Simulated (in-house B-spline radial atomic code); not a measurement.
A run on an ion of nuclear charge 19 with 19.7 electrons that did not converge. Method: scalar-relativistic (X2C) SCAN, spin-polarised, spherical fractional occupations, Fermi nucleus of rms radius 3.4349 fm; computed with a B-spline radial code for spherical atoms.

Command:
```bash
python run_scf.py task.json out
```
Settings (nuclear radius in fm, mass in u):
```
Z                19
configuration    [Ar] 4s1.7
hamiltonian      x2c
method           scan,scan
spin_polarised   True
nucleus          fermi
rms_radius       3.4349
atomic_mass      38.96371
speed_of_light   137.035999084
```

First and last ten iterations of the last attempt (damped for 15 steps, keeping 80 % of the old Fock matrix, then DIIS):
```
 iter        energy (Eh)    residual
    1        -602.299451    3.08e-02
    2        -602.302563    1.57e-03
    3        -602.302606    1.22e-03
    4        -602.302626    9.46e-04
    5        -602.302640    7.34e-04
    6        -602.302650    5.70e-04
    7        -602.302658    4.43e-04
    8        -602.302664    3.45e-04
    9        -602.302669    2.68e-04
   10        -602.302673    2.49e-04
  111        -595.934466    2.21e-01
  112        -578.848758    2.33e-01
  113        -572.363003    1.20e-01
  114        -601.343833    1.44e-01
  115        -601.540533    1.16e-01
  116        -601.972357    1.91e-01
  117        -601.998417    1.34e-01
  118        -601.962698    7.33e-02
  119        -590.531245    3.02e-01
  120        -590.586216    2.87e-01
 not converged after 120 iterations
```

The smallest residual met was 7.8e-05; the threshold is about 2e-07. No energy from this run should be used. The likely cause: this method binds the added charge weakly or not at all at the basis-set limit, so charge moves back and forth between the atom and the box. Run time, properties included: 1.4 s on 1 thread of Intel(R) Xeon(R) 6975P-C (shared host).
